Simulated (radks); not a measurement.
Q: Tl27+, 54 electrons, occupied as [Kr] 4d10 4f8 (the NIST ground configuration). Method: Dirac Kohn-Sham, PBE, spin-unpolarised, spherical densities, point nucleus; open shells are shared between the two j in proportion to 2j + 1; computed with a radial shooting solver on a logarithmic mesh with Libxc functionals. Some entries of the table are withheld. Estimate them.

orbital     occ.  eigenvalue (eV)  r(max) (bohr)  <r^2> (bohr^2)
1s1/2          2        -86350.95        0.01002       0.0003686
2s1/2          2        -16064.53        0.05834        0.005545
2p1/2          2        -15452.63            (1)        0.003911
2p3/2          4        -13386.17            (2)        0.005094
3s1/2          2        -4478.693         0.1640         0.03582
3p1/2          2        -4204.109         0.1529             (3)
3p3/2          4        -3742.679         0.1682             (4)
3d3/2          4              (5)         0.1308             (6)
3d5/2          6              (7)         0.1350             (8)
4s1/2          2        -1610.067         0.3644          0.1636
4p1/2          2        -1490.910         0.3614             (9)
4p3/2          4        -1369.287         0.3904            (10)
4d3/2          4        -1175.078         0.3788          0.1905
4d5/2          6        -1151.140         0.3873          0.1985
4f5/2    3.42857        -903.0486         0.3322          0.1860
4f7/2    4.57143        -896.9580         0.3357          0.1895
5s1/2          0        -789.7809         0.7189          0.5841
5p1/2          0        -739.3121         0.7342          0.6129
5p3/2          0        -699.4476         0.7805          0.6837

A: 
(1) 2p1/2 r(max) (bohr): 0.04279
(2) 2p3/2 r(max) (bohr): 0.05039
(3) 3p1/2 <r^2> (bohr^2): 0.03258
(4) 3p3/2 <r^2> (bohr^2): 0.03886
(5) 3d3/2 eigenvalue (eV): -3291.804
(6) 3d3/2 <r^2> (bohr^2): 0.02967
(7) 3d5/2 eigenvalue (eV): -3193.236
(8) 3d5/2 <r^2> (bohr^2): 0.03137
(9) 4p1/2 <r^2> (bohr^2): 0.1644
(10) 4p3/2 <r^2> (bohr^2): 0.1905
